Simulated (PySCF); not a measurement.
A PySCF script (with the pyscf-properties extension) for the NMR shieldings of `C#CC[C@@H](CC#N)N[SiH3]`, C₆H₁₀N₂Si, on a GFN2-xTB geometry:

```python
import basis_set_exchange as bse
import numpy as np
from pyscf import gto, dft
from pyscf.prop import nmr

atoms = """
C     2.685093   -0.941014   -0.840224
C     1.967679   -0.397772   -0.050886
C     1.037015    0.245937    0.851927
C    -0.342763    0.438249    0.187217
C    -0.222720    1.393415   -1.021214
C     0.157156    2.715088   -0.604249
N     0.457326    3.758114   -0.243963
N    -0.925415   -0.803488   -0.242211
Si   -1.917216   -1.786559    0.764367
H     3.347311   -1.408816   -1.505696
H     1.436661    1.217977    1.154389
H     0.914576   -0.376171    1.742747
H    -1.020102    0.883604    0.923988
H    -1.185884    1.447253   -1.535429
H     0.529326    1.007561   -1.716460
H    -0.325800   -1.269602   -0.909543
H    -1.245194   -2.362198    1.940656
H    -2.989511   -0.904172    1.225409
H    -2.367343   -2.848153   -0.128285
"""
names = dict.fromkeys(["C", "N", "Si", "H"], "pcSseg-1")
basis = {el: gto.basis.parse(bse.get_basis(n, elements=[el], fmt="nwchem")) for el, n in names.items()}
mol = gto.M(atom=atoms, basis=basis, charge=0, verbose=0)
mf = dft.RKS(mol, xc="PBE0")
mf.grids.level = 2
mf.grids.alignment = dft.numint.BLKSIZE   # the property module wants whole blocks of grid points
mf.conv_tol = 1e-9
mf.kernel()

calc = nmr.RKS(mf)   # GIAO
C = mf.mo_coeff
Co = C[:, mf.mo_occ > 0]
resp = mf.gen_response(singlet=True, hermi=2)
def vind(x):   # induced exchange potential for any number of trial vectors
    d = np.einsum("pi,xij,qj->xpq", C, 2 * x.reshape(-1, C.shape[1], Co.shape[1]), Co, optimize=True)
    return np.einsum("xpq,pi,qj->xij", resp(d - d.transpose(0, 2, 1)), C, Co, optimize=True).ravel()
mo1, _ = nmr.rhf.solve_mo1(calc, with_cphf=vind)
sigma = calc.kernel(mo1)
for i, s in enumerate(sigma):   # ppm
    print("%2d %-2s %9.2f" % (i, mol.atom_pure_symbol(i), np.trace(s) / 3))
```

**Question.** Give the expected output.

**Answer.** 
```
 0 C     107.56
 1 C     101.82
 2 C     160.52
 3 C     131.49
 4 C     161.87
 5 C      64.04
 6 N     -33.25
 7 N     234.49
 8 Si    406.85
 9 H      30.21
10 H      28.69
11 H      29.05
12 H      28.71
13 H      29.37
14 H      28.81
15 H      30.96
16 H      26.93
17 H      27.13
18 H      27.11
```

These numbers come from an equivalent density-fitted implementation of the same equations, which agrees with the script to about 0.01 ppm for H and up to a few tenths of a ppm for heavy atoms, so last digits may differ.

**Question.** Turn these shieldings into chemical shifts. Shifts are taken against calculated references (same method and geometry level): ¹³C (σref 186.93) and ²⁹Si (σref 349.16) and ¹H (σref 31.72) vs TMS; ¹⁵N (σref 267.73) against NH3.

**Answer.** Averaging equivalent atoms: C 5: 122.9; C 1: 85.1; C 0: 79.4; C 3: 55.4; C 2: 26.4; C 4: 25.1; N 6: 301.0; N 7: 33.2; Si 8: -57.7; H 16/17/18: 4.66; H 10: 3.02; H 12: 3.00; H 14: 2.91; H 11: 2.66; H 13: 2.34; H 9: 1.51; H 15: 0.76 ppm. Experimental scales use liquid or dissolved standards, which lie at an offset from isolated NH3 (liquid NH3: subtract about 20 ppm). Unscaled 15N shifts of sp2 nitrogen come out 20 to 40 ppm too high even then.

Size and cost of the density-fitted run: 210 basis functions, 75 s wall time on 1 thread of an Arm Neoverse N1, shared host; peak memory 1 GiB.
